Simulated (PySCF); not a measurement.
Structure from NMR data

The spectra below were simulated for a compound C3H7FOSi.

¹H NMR (300 MHz, computed): δ 3.68 (s, 3H), 3.33 (m, 1H), 3.13 (m, 1H), 1.08 (m, 1H), 0.98 (m, 1H).

¹³C{¹H} NMR (computed): δ 116.8 (C), 53.2 (CH3), 6.1 (CH2).

PySCF calculation with σ from GIAO-PBE0/pcSseg-1 and GFN2-xTB geometry; averaged over atoms made equivalent by symmetry, fast rotation or ring inversion, no relativistic terms, isolated molecule, one computed conformer.

Referencing at the same level of theory: TMS for ¹H (31.72 ppm) and ¹³C (186.93 ppm).

Q: Choose the structure that fits.
A. CO[C@@H]1[SiH2][C@@H]1F
B. C=C(OC)[SiH2]F
C. CO[C@@]1(F)C[SiH2]1
D. C=CCO[SiH2]F

A: C. 

1. The formula gives 1 degree of unsaturation (1 ring in the answer).
2. 3 carbon signals for 3 carbons: no two carbons are equivalent.
3. Carbon types of the structure: 1 × C, 1 × CH2, 1 × CH3, leaving 2 H on heteroatoms.
4. δC 116.8, 6.1: three-membered-ring carbon.
5. δC 53.2: methyl carbon bonded to O; pulled downfield by the heteroatom.
6. δH 3.68: hydrogen on a methyl carbon bonded to O; its carbon carries O, an electronegative neighbour.
7. δH 3.33, 3.13: hydrogen on a silicon bonded to 2 C, in a 3-membered ring.
8. δH 1.08, 0.98: hydrogen on a three-membered-ring carbon; cyclopropane-type protons are shielded by the ring.

The others: C=CCO[SiH2]F has carbons computed at 142.8, 119.8, 67.0, with a different DEPT pattern; CO[C@@H]1[SiH2][C@@H]1F has carbons computed at 81.2, 64.0, 60.8, with a different DEPT pattern; C=C(OC)[SiH2]F would give 4 signals for carbon-bound and other non-exchanging H, not 5.

Splittings by ¹⁹F in the carbon and heteronuclear signals aren't shown, as no couplings were computed. Shifts are as computed. Against solution values, carbons near 30 ppm lie about +3 ppm off and those near 130 ppm about +5 ppm. Of 1211 compounds with measured shifts, 218 miss one by over three times the rms of a fit or turn the order of signals round; such compounds aren't used in these exercises. No couplings were computed; multiplicities are counted from neighbouring protons, with m where these are inequivalent, close in shift, in a saturated or five-membered ring or joined by F or P, and br s for small geminal =CH2 splittings.
